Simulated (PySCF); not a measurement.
**From computed data to an observable: oscillator strength and radiative lifetime**

C2H2F2, SMILES F/C=C/F.

Geometry optimised at TPSSh-D3(BJ)/def2-SVP.

TDA-PBE/def2-SVPD (PySCF 2.14.0) puts the first singlet state with f over 0.02 at 6.93 eV (vertical), with the transition dipole (0.000, 0.000, 0.387) in atomic units.

**Question.** Find the oscillator strength, the wavelength and the radiative lifetime that this transition would have in vacuum if emission retraced absorption.

**Answer.** 
|μ|² = 0.1498 au, so |μ| = 0.98 D. ΔE = 6.93/27.211 = 0.2547 hartree. f = (2/3) ΔE |μ|² = 0.025 (the program prints 0.025).
λ = 1239.84/6.93 = 179 nm; ν = 55894 cm⁻¹.
Einstein's coefficient A = 0.6670 ν² f s⁻¹ (ν in cm⁻¹) = 5.3e7 s⁻¹, so τ = 1/A = 19 ns. This state is S2; the lower singlet has f = 0.000. The figure is the radiative limit of this one transition; relaxation, internal conversion, crossing to triplets and a medium change what is measured.
